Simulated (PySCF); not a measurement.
## Finite-field polarisability of P (phosphorus, neutral)

[Ne] 3s2 3p3, high-spin 4S determinant. Calculation: PySCF 2.14, in x2c-QZVPPall with one added diffuse shell each of s, p, d, f type (10s7p5d3f1g, 86 functions); the spin-free X2C one-electron Hamiltonian (Gaussian nucleus). Frozen: [Ne]. Energy changes in a uniform field (μhartree):

| axis | F (au) | HF | MP2 | CCSD | CCSD(T) |
| --- | --- | --- | --- | --- | --- |
| x | 0.0028 | -99.706 | -98.160 | -98.031 | -98.239 |
| x | 0.0056 | -399.104 | -392.935 | -392.416 | -393.250 |

Derive α along x at CCSD(T) from the two fields.

With ΔE = −αF²/2 − γF⁴/24, α = −(16 ΔE(F) − ΔE(2F))/(6F²) = 25.05 bohr³.

And the mean polarisability at each level?

HF 25.43, MP2 25.03, CCSD 25.00, CCSD(T) 25.05 bohr³. Reference: 25 ± 1 bohr³ (recommended; Schwerdtfeger and Nagle, table of static dipole polarizabilities (2023 update)).
